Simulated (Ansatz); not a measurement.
`CO[Si](F)(F)C#N`, relaxed with RKS PBE-D4/def2-SVP in the Gaussian-basis code of Ansatz from a rough embedded geometry. The force threshold is 0.03 eV/Å; the program also tests the step.

Total charge 0; spin multiplicity 1.

Start:

```xyz
10

C    -0.161    1.554   -0.532
O     0.083    0.834    0.682
Si   -0.250   -0.828    0.771
F    -1.636   -1.005    0.196
F    -0.279   -1.204    2.346
C     1.031   -1.903   -0.130
N     1.812   -2.527   -0.700
H    -1.193    1.447   -0.791
H     0.480    1.080   -1.390
H     0.113    2.553   -0.452
```

| step | energy (eV) | largest force (eV/Å) | largest move (Å) |
| --- | --- | --- | --- |
| 1 | -18947.8096 | 5.317 | 0.000 |
| 2 | -18948.2829 | 2.952 | 0.082 |
| 3 | -18948.4146 | 0.403 | 0.111 |
| 4 | -18948.4220 | 0.099 | 0.028 |
| 5 | -18948.4250 | 0.072 | 0.034 |
| 6 | -18948.4299 | 0.104 | 0.109 |
| 7 | -18948.4315 | 0.099 | 0.075 |
| 8 | -18948.4324 | 0.054 | 0.036 |
| 9 | -18948.4328 | 0.028 | 0.038 |

End:

```xyz
10

C    -0.080    1.496   -0.587
O    -0.163    0.778    0.641
Si   -0.332   -0.831    0.848
F    -1.786   -1.382    0.410
F    -0.112   -1.164    2.406
C     0.917   -1.746   -0.156
N     1.724   -2.259   -0.835
H    -1.071    1.546   -1.086
H     0.652    1.035   -1.286
H     0.253    2.527   -0.356
```

Hardware: 4 threads of an Intel Xeon on a shared host. Wall time 11 s, peak host memory 0.21 GiB.
